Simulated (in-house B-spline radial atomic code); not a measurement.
RPA and G0W0 on BHandHLYP: Eu II (Eu+)

Configuration [Xe] 4f7 6s1, highest spin, mean-field start BHandHLYP. Computed with a B-spline radial code for spherical atoms: all electrons, scalar-relativistic (spin-free one-electron X2C), finite nucleus, each spin shell either full or empty, empty states to l = 9 with an (l + 1/2)⁻⁴ tail; G0W0 by contour deformation at full frequency.

Without the two-electron picture change, the correlation of inner shells comes somewhat too large for so heavy an element.

RPA overbinds a lone outer s electron by self-correlation, and G0W0 tends to as well.

Command:
```bash
python run_gw.py task.json out
```
Settings (radii: box in bohr, nucleus in fm):
```
Z                        63
electrons                62
configuration            [Xe] 4f7 6s1
hamiltonian              x2c
method                   bhandhlyp
lmax                     9
rms_radius               5.1115
spin_polarised           True
box_radius               23.78
intervals                70
ion_configuration        [Xe] 4f7
```

Time taken, with all properties: 24 s on 1 thread of Arm Neoverse N1, with other jobs on the host.

Energies (hartree):

```csv
term,value
mean-field total,-10843.37123
Hartree-Fock functional on these orbitals,-10839.48989
direct second order,-5.8681
second-order exchange,1.5654
SOSEX correction,1.4479
```

(1) What is the RPA correlation energy, and what remains with SOSEX?

Quasi-particle levels (eV):

```
  level  occupied  mean field  Σx - vxc     Σc  QP weight     G0W0
  6s up       yes      -9.823     -0.69      ?          ?        ?
  4f up       yes     -15.382     -5.24   3.16      0.851  -17.460
5p down       yes      -31.46     -2.17  -0.38      0.873   -34.01
6s down        no      -6.709      2.47  -1.50      0.913   -5.737
```

G0W0 = mean field + (Σx - vxc) + Σc, with Σc (partial-wave tail included) taken at the quasi-particle energy. Only the outer levels were computed. Levels of low weight are left out.

(2) Where does G0W0 put 6s up?

(3) What does it cost to remove one electron (to [Xe] 4f7) by differences of total energies, each species on its own start (correlation terms add to the Hartree-Fock functional)?

## Answers

(1) RPA gives -5.0757 hartree (-2.23 eV per electron); RPA + SOSEX gives -3.6277, and the second-order doubles -4.3027 hartree (no singles). RPA lacks exchange-type terms and so overcorrelates at short range.

(2) At -11.588 eV, with Σc = -1.08 eV and a quasi-particle weight of 0.947. The tabulated removal energy is 11.24 ± 0.006 eV (NIST, semi-empirical); the calculation leaves out spin-orbit coupling, Breit and QED terms, and what these don't explain is the method's own error.

(3) BHandHLYP 11.171 eV, Hartree-Fock functional 10.414 eV, + RPA 11.488 eV, + RPA + SOSEX 11.056 eV, + second order 11.654 eV. Tabulated: 11.24 ± 0.006 eV (NIST, semi-empirical); the calculation leaves out spin-orbit coupling, Breit and QED terms, and what these don't explain is the method's own error.
